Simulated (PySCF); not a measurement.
**Dipole moment and polarisability of `CB(C)NC(C)=O`**

Species: C4H10BNO.
Geometry (GFN2-xTB, Å), atoms numbered from 1 in this order:
```
atom  x, y, z in Å
C1    -1.8268    1.4527    0.7084
B2    -0.9782    0.1905    0.2711
C3    -1.6571   -1.0997   -0.3186
N4     0.4362    0.2693    0.4265
C5     1.3978   -0.6711    0.1232
C6     2.8076   -0.2027    0.4294
O7     1.1540   -1.7576   -0.3383
H8    -2.5985    1.1736    1.4232
H9    -1.2386    2.2529    1.1537
H10   -2.3525    1.8713   -0.1484
H11   -2.7386   -1.0231   -0.3980
H12   -1.4227   -1.9713    0.2900
H13   -1.2594   -1.3311   -1.3048
H14    0.8190    1.1245    0.8083
H15    3.0296    0.7038   -0.1302
H16    3.5149   -0.9787    0.1515
H17    2.9066    0.0086    1.4925
```

Level: PBE0/def2-SVPD (PySCF), static field, nuclei fixed, core orbitals frozen in the response. The polarisability tensor in these axes (au):

```
x   88.25 -4.21  1.13
y   -4.21 75.84  7.78
z    1.13  7.78 58.97
```

Question: Give the principal values, the mean and the anisotropy Δα = √{½[(α1 − α2)² + (α2 − α3)² + (α1 − α3)²]}.

Answer: Principal values 55.72, 77.74 and 89.60 au; mean 74.36 au = 11.02 Å³ = 12.26 × 10⁻⁴⁰ C²·m²/J; Δα = 29.78 au (40 % of the mean).

Question: What is the dipole moment, and where does it point?

Answer: (0.92, 3.03, 1.30) D, 3.42 D in size, pointing from the negative to the positive side. Measured along this direction, the outermost atoms are H12 and H13 at the negative end and H9 at the positive end.

Question: Along which axes do the principal values lie, and how far do the nuclei extend along each?

Answer: Largest value along (0.95, -0.32, -0.05), where the nuclei span 6.53 Å; middle along (0.31, 0.87, 0.38), 4.07 Å; least along (-0.08, -0.37, 0.92), 1.79 Å. The response follows the extents in order.

Question: In TDDFT the mean static polarisability is Σ f/ω² over all singlet excitations (ω in hartree). How much of it do the 6 lowest give? Their energies (eV) and oscillator strengths: 4.98, 0.0008; 6.58, 0.0118; 6.71, 0.0005; 6.96, 0.2997; 7.37, 0.0001; 7.45, 0.0018.

Answer: They add up to 4.83 au, 6.5 % of the 74.36 au; the largest single term is 4.57 au, from the state at 6.96 eV. Terms in order: 0.02, 0.20, 0.01, 4.57, 0.00, 0.02 au. Higher excitations give the rest. The strengths listed sum to 0.315.

Question: How large is μ²/3kT at 298 K beside α?

Answer: In Gaussian units μ²/3kT = 94.69 Å³ against 11.02 Å³, a ratio of 8.59; the Debye molar polarisation (4π/3)N_A(α + μ²/3kT) is 266.6 cm³/mol, leaving out the vibrational part.

Question: What are the principal values of the traceless quadrupole moment, Θ = ½Σq(3rr − r²1), about the centre of nuclear charge?

Answer: -8.31, 1.27, 7.04 D·Å. The values depend on the origin, since the dipole doesn't vanish. The electronic extent ⟨r²⟩ about the same centre is 970 bohr², a root-mean-square distance of 2.24 Å for the 54 electrons.

Question: Find the Langevin capture rate constant for H3+ (3.023 u) meeting this molecule (99.086 u), k = 2.342 × 10⁻⁹ cm³/s × √(α in Å³ / reduced mass in u).

Answer: The reduced mass is 2.93 u, so k = 4.54 × 10⁻⁹ cm³/s. The formula leaves out the permanent dipole, which adds to the capture rate.

Isolated species at its GFN2-xTB geometry (one conformer only).

The run behind these numbers computed excited states as well. Cost: about 90 s of CPU time on one thread (with the writing of density and orbital grids); the machine was shared, so the figure is rough.
